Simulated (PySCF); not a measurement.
**Potassium: a sound run and one with changed settings**

Sound run: K²⁺ [Ne] 3s2 3p5, K³⁺ [Ne] 3s2 3p4. Computed with PySCF 2.14 in cc-pVTZ-X2C, with scalar relativity by spin-free X2C-1e. In the sound run the correlated levels freeze [Ne] 3s2. The sound run starts from symmetry-adapted Hartree-Fock orbitals and uses a fine grid where one is needed.

Changed run: no relativity, point nucleus. This setting is unsound on purpose.

```json
{"species": "K²⁺", "method": "UHF", "sound run (hartree)": "-600.17093", "changed run (hartree)": "-597.29713", "converged": "yes"}
{"species": "K²⁺", "method": "PBE0", "sound run (hartree)": "-600.70887", "changed run (hartree)": "-597.83533", "converged": "yes"}
{"species": "K²⁺", "method": "BP86", "sound run (hartree)": "-600.93398", "changed run (hartree)": "-598.06054", "converged": "yes"}
{"species": "K²⁺", "method": "MP2", "sound run (hartree)": "-600.21414", "changed run (hartree)": "-597.34047", "converged": "yes"}
{"species": "K²⁺", "method": "CCSD(T)", "sound run (hartree)": "-600.22188", "changed run (hartree)": "-597.34827", "converged": "yes"}
{"species": "K³⁺", "method": "UHF", "sound run (hartree)": "-598.46958", "changed run (hartree)": "-595.60065", "converged": "yes"}
{"species": "K³⁺", "method": "PBE0", "sound run (hartree)": "-598.95670", "changed run (hartree)": "-596.08803", "converged": "yes"}
{"species": "K³⁺", "method": "BP86", "sound run (hartree)": "-599.17740", "changed run (hartree)": "-596.30882", "converged": "yes"}
{"species": "K³⁺", "method": "MP2", "sound run (hartree)": "-598.49208", "changed run (hartree)": "-595.62320", "converged": "yes"}
{"species": "K³⁺", "method": "CCSD(T)", "sound run (hartree)": "-598.49713", "changed run (hartree)": "-595.62828", "converged": "yes"}
```

Ionisation energy of K²⁺:

| method | sound run (eV) | changed run (eV) |
| --- | --- | --- |
| UHF | 46.296 | 46.164 |
| PBE0 | 47.679 | 47.546 |
| BP86 | 47.799 | 47.667 |
| MP2 | 46.860 | 46.729 |
| SCS-MP2 | 46.866 | 46.736 |
| CCSD | 46.932 | 46.802 |
| CCSD(T) | 46.933 | 46.803 |

Most of the change in total energy is the relativistic energy itself. On top of that the contraction fixes the core shape for the Hamiltonian it was made with, so the changed run is not a good calculation with the other Hamiltonian either.

For comparison, NIST gives 45.803 eV between the lowest levels.
